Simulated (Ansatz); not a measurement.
All values below come from frozen-core CCSD(T)/cc-pVTZ // PBE0-D3(BJ)/def2-TZVP (Ansatz, a quantum-chemistry and plane-wave program).

Ansatz 0.2 input:
```yaml
crystal:
  periodic: [false, false, false]
  atoms:
    - { symbol: F, position_ang: [1.441501, -0.31846, -0.14123] }
    - { symbol: Si, position_ang: [-0.000335, -0.001092, 0.424632] }
    - { symbol: F, position_ang: [-0.444474, 1.408052, -0.138274] }
    - { symbol: F, position_ang: [-0.996693, -1.088501, -0.145127] }
basis:
  gaussian: { orbitals: cc-pVTZ }
correlation:
  method: ccsd_t
magnetization:
  spin_polarized: true
  initial_magnetization: 1
```

Output:

```
Functional definition: HF
771 factors; integrals over basis functions are off by at most 9.1e-4 eV
mean field evaluation 1: about -15984.6985 eV, gradient 2.9e1 eV
mean field evaluation 2: about -15984.7191 eV, gradient 2.9e1 eV
mean field evaluation 4: about -15987.7411 eV, gradient 2.1e0 eV
mean field evaluation 8: about -15987.8101 eV, gradient 1.3e-3 eV
mean field evaluation 16: about -15987.7763 eV, gradient 2.9e-1 eV
mean field -15987.81008187 eV, -587.5411835817 hartree, gradient 3.4e-6 eV, S^2 0.751906; 0 other end points of the search recorded, 0 dependent functions left out
8 core orbitals not correlated
reference -15987.81008187 eV, -587.5411835817 hartree; 13, 12 occupied and 103, 104 virtual orbitals, 771 factors
second order -22.93012662 eV of doubles, -0.00000000 eV of singles
cycle   1  -22.41937029 eV  change    5.1e-1 eV  update   9.3e-2
cycle   2  -22.84561558 eV  change   -4.3e-1 eV  update   2.7e-2
cycle   3  -22.94810839 eV  change   -1.0e-1 eV  update   1.4e-2
cycle   4  -22.93201937 eV  change    1.6e-2 eV  update   3.7e-3
cycle   5  -22.92870783 eV  change    3.3e-3 eV  update   1.6e-3
cycle   6  -22.93000842 eV  change   -1.3e-3 eV  update   5.2e-4
cycle   7  -22.93007623 eV  change   -6.8e-5 eV  update   2.1e-4
cycle   8  -22.93007039 eV  change    5.8e-6 eV  update   5.6e-5
cycle   9  -22.93008747 eV  change   -1.7e-5 eV  update   2.2e-5
perturbative correction -0.66895573 eV, -0.0245836697 hartree
Total energy: -16011.40912507 eV, -588.4084324235 hartree
```

Cost: about 50 core-seconds (a rough figure).
